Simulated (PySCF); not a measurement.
**Does the structure fit the spectrum?**

A compound C$_{8}$H$_{13}$NSi gives the data below (simulated from a calculation) and was assigned the structure `C[Si](C)(C)c1ccncc1`.

13C{1H} NMR (computed): δ 160.5 (CH), 155.8 (CH), 146.0 (CH), 139.5 (C), 127.7 (CH), -0.7 (CH3, 3C).

1H NMR (400 MHz, computed): δ 9.02 (s, 1H), 8.91 (d, 1H), 7.88 (d, 1H), 7.34 (m, 1H), 0.29 (s, 9H).

[PySCF: PBE0/pcSseg-1 with gauge-including orbitals; GFN2-xTB geometry; one conformer; rapidly exchanging positions averaged; non-relativistic; in vacuum]

References, each an isolated molecule treated in the same way: 1H (31.72 ppm), 13C (186.93 ppm) against TMS.

Question: Compare with the shifts computed for the proposed structure, pairing carbons in order of shift.

Answer: Numbering as in the mapped SMILES `[CH3:1][Si:2]([CH3:3])([CH3:4])[c:5]1[cH:6][cH:7][n:8][cH:9][cH:10]1`. Each H is labelled by its parent atom.

```json
{"atom": "C5", "computed for proposal": "155.0", "given list": "160.5", "difference": "-5.5"}
{"atom": "C7", "computed for proposal": "154.8", "given list": "155.8", "difference": "-1.0"}
{"atom": "C9", "computed for proposal": "154.8", "given list": "146.0", "difference": "+8.8"}
{"atom": "C6", "computed for proposal": "132.8", "given list": "139.5", "difference": "-6.7"}
{"atom": "C10", "computed for proposal": "132.8", "given list": "127.7", "difference": "+5.1"}
{"atom": "C1", "computed for proposal": "-1.1", "given list": "-0.7", "difference": "-0.4"}
{"atom": "C3", "computed for proposal": "-1.1", "given list": "-0.7", "difference": "-0.4"}
{"atom": "C4", "computed for proposal": "-1.1", "given list": "-0.7", "difference": "-0.4"}
```

The rms difference is 4.8 ppm and the largest +8.8 ppm at C9 (aromatic CH next to a ring nitrogen). The proposal also would give 4 carbon signals, not 6. The carbon types in order of shift don't match either: C, CH, CH, CH, CH, CH3, CH3, CH3 for the proposal against CH, CH, CH, C, CH, CH3, CH3, CH3 in the data. The proposal doesn't fit.

Question: Which isomer fits?

Answer: `C[Si](C)(C)c1cccnc1`.

- Carbon types of the structure: 1 × C, 4 × CH, 3 × CH3, which accounts for all hydrogens.
- δC 160.5, 155.8: aromatic CH next to a ring nitrogen; the adjacent pyridine-type nitrogen withdraws density from it.
- δC 146.0, 127.7: aromatic CH.
- δC 139.5: substituted aromatic carbon.
- δH 9.02, 8.91: hydrogen on an aromatic CH next to a ring nitrogen; ring current plus the neighbouring ring nitrogen.

This is the structure that produced the data.

Shifts are as computed. Against solution values, carbons near 30 ppm lie about +3 ppm off and those near 130 ppm about +5 ppm. Of 1211 compounds with measured shifts, 218 miss one by over three times the rms of a fit or turn the order of signals round; such compounds aren't used in these exercises. Multiplicities follow the n + 1 count of equivalent neighbours, as no J values were calculated; m marks all less simple cases, F and P coupling included.
